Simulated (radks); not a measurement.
The neon ion Ne2+ inside a hard spherical wall (all orbitals vanish at R), configuration held at [He] 2s2 2p4 and not refilled when levels cross. All-electron calculation, scalar-relativistic Kohn-Sham, LDA (Slater exchange, VWN5 correlation), spin-polarised, spherical densities, finite nucleus; open shells are filled with parallel spins first; Fermi nuclear charge, rms radius 3.0055 fm. Program: a radial shooting solver on a logarithmic mesh with Libxc functionals. Eigenvalues in eV for spin up, with the zero of energy where the potential of the charges vanishes at infinity; a dash marks a level that is unbound or too diffuse for the functional's potential to be trusted. A positive occupied level is held by the wall or, in an anion where self-interaction has pushed it up, behind a barrier. The pressure on the wall is -dE/dV.

| R (bohr) | E (hartree) | kinetic (hartree) | e(1s) | e(2s) | e(2p) | e(3s, empty) | e(3p, empty) | pressure (GPa) |
|---|---|---|---|---|---|---|---|---|
| free | -126.03578 | 125.895 | -877.06 | -79.540 | -56.895 | -16.386 | -12.149 | 0 |
| 15 | -126.03578 | 125.895 | -877.06 | -79.540 | -56.895 | -16.386 | -12.149 | < 0.0001 |
| 10 | -126.03578 | 125.895 | -877.06 | -79.540 | -56.895 | -16.386 | -12.147 | < 0.0001 |
| 8 | -126.03578 | 125.895 | -877.06 | -79.540 | -56.895 | -16.378 | -12.111 | < 0.0001 |
| 7 | -126.03578 | 125.895 | -877.06 | -79.540 | -56.895 | -16.347 | -12.011 | < 0.0001 |
| 6 | -126.03578 | 125.895 | -877.06 | -79.540 | -56.894 | -16.204 | -11.688 | < 0.0001 |
| 5 | -126.03577 | 125.895 | -877.06 | -79.539 | -56.894 | -15.601 | -10.670 | 0.00354 |
| 4 | -126.03539 | 125.900 | -877.03 | -79.522 | -56.874 | -13.161 | -7.411 | 0.208 |
| 3.5 | -126.03342 | 125.922 | -876.93 | -79.455 | -56.797 | -9.815 | -3.486 | 1.61 |
| 2.5 | -125.95636 | 126.501 | -874.53 | -77.934 | -55.043 | 13.574 | 20.287 | 103 |
| 2 | -125.59002 | 128.510 | -867.51 | -73.088 | -49.658 | 54.122 | 57.434 | 898 |
